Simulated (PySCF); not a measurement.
**Shapes and spin states of [Be3S]+**

Level of theory: PySCF, PBE0, basis S def2-TZVP, Be def2-TZVP (no relativity, density fitting).

Relaxations began from a few typed shapes and spin states; open shells are unrestricted. The search is not exhaustive: other isomers or separated fragments can lie lower, and high-lying points may rest on an excited occupation.

Task: Which is the lowest minimum found?
A. broken-symmetry Ms = 1/2 (⟨S²⟩ 1.70) Cs: S–Be 2.024 Å, S–Be 2.036 Å (×2); Be–S–Be 103.0° (×2), Be–S–Be 108.3°
B. quartet D3h: S–Be 2.021 Å (×3); Be–S–Be 120.0° (×3)
C. quartet C3v: S–Be 2.035 Å (×3); Be–S–Be 108.2° (×3)

Result: A. The others lie at 6.0 (quartet C3v), 10.8 (quartet D3h, a saddle point) kJ/mol above it.

For the lowest minimum: the determinant is spin-contaminated (⟨S²⟩ = 1.70, pure value 0.75).
